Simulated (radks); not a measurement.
Values are calculated unless marked as measured or tabulated.
The chlorine ion Cl3+, 14 electrons, occupied as [He] 2s2 2p5 3s2 3p2 4f1 (not the ground configuration).

Code: a radial shooting solver on a logarithmic mesh with Libxc functionals. Model: non-relativistic Kohn-Sham, PBEsol, spin-unpolarised, spherical densities, point nucleus.

Energy parts (eV):
total: -12174.968
kinetic: 12161.011
electron-nucleus: -28066.272
Hartree: 4397.043
exchange-correlation: -666.750

Orbitals (lengths in bohr, moments of r in powers of bohr; <r^-3> diverges for s and p1/2; r(max) is where P^2 peaks):
orbital  occ.  eigenvalue (eV)   r(max)   <r^-3>
1s          2        -2836.279  0.05997        -
2s          2        -331.6864   0.3590        -
2p          5        -275.1874   0.2960    107.6
3s          2         -71.4425    1.159        -
3p          2         -57.1490    1.201    14.00
3d          0         -36.2089    1.207    1.227
4s          0         -24.7886    2.876        -
4f          1         -11.7931    3.790  0.03515

The highest occupied level is 4f at -11.793 eV. The configuration is held as typed, so some empty levels lie below it. The electron density at the nucleus is 3241 e/bohr^3. The density falls to 0.001 e/bohr^3 at r = 4.47 bohr. Virial ratio -V/T = 2.00115. Summed over all electrons, <r^2> = 29.44 bohr^2, which gives a Langevin (diamagnetic) susceptibility term of -23.3 x 10^-6 cm^3/mol.

Run on one thread of a shared host, so times are rough (Arm Neoverse V2): 0.07 s of CPU time, 0.07 s wall, 14 iterations on 2476 mesh points.
